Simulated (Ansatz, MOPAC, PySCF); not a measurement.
Torsion H3–Si1–P2–H6 in silylphosphine (SMILES [SiH3]P); at each angle all else is relaxed with GFN2-xTB, and the levels are single points there.
Geometry at 40° (charge 0, multiplicity 1):
```xyz
7

Si    -0.829     0.065    -0.031
P      1.407     0.050    -0.074
H     -1.428    -0.904    -0.952
H     -1.247     1.415    -0.408
H     -1.234    -0.246     1.338
H      1.518    -0.100    -1.445
H      1.535    -1.310     0.141
```

On the grid 0° to 120°, 100° is the highest and 40° the lowest point at wB97M-V/def2-TZVPP.

Frozen-core correlation. Rows in 3-21G, 6-311+G**, 6-31G* carry no dispersion term and start afresh at each structure (6-31G* with six Cartesian d functions). The state that PM6, PM7 reach isn't checked; PM7 holds dispersion and hydrogen-bond terms.

The values were computed with Ansatz (a program for electronic structure); MOPAC for PM6, PM7 (differences of heats of formation); PySCF for 3-21G rows, 6-311+G** rows, 6-31G* rows, the dispersion terms. 

```csv
level,energy at 100° less that at 40° (kJ/mol)
PM6,7.1
PM7,13.0
HF/3-21G,4.7
SVWN5/def2-TZVPP,5.7
B3LYP/6-31G*,5.8
B3LYP/6-311+G**,5.7
B3LYP/def2-TZVPP,5.7
B3LYP-D3(BJ)/def2-TZVPP,5.8
SCS-MP2/cc-pV(D+d)Z,…
```

Question: Complete the blanks.

Answer: 
- SCS-MP2/cc-pV(D+d)Z, energy at 100° less that at 40° (kJ/mol): 6.3
